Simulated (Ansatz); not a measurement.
Ansatz results at the PBE0-D4/def2-TZVP geometry: HOMO–LUMO gap (PBE/def2-TZVPP) 3.79 eV; HOMO energy (PBE0/def2-TZVPP) -6.79 eV; HOMO–LUMO gap (B3LYP/def2-TZVPP) 5.43 eV.

Each molecule was computed in one conformer, which needn't be the lowest.

(1) Which molecule gave them?
A. `C=C([SiH3])SS`
B. `C=NB(F)[SiH3]`
C. `N=C(O)[CH2][SnH3]`
D. `CC1=C[SiH2]1`

Results:

(1) A. The others give `C=NB(F)[SiH3]`: 4.00, -7.94, 5.97; `N=C(O)[CH2][SnH3]`: 5.27, -7.64, 6.98; `CC1=C[SiH2]1`: 5.12, -7.24, 6.93.

B3LYP here is the variant with VWN-RPA as its local correlation; programs differ in this.
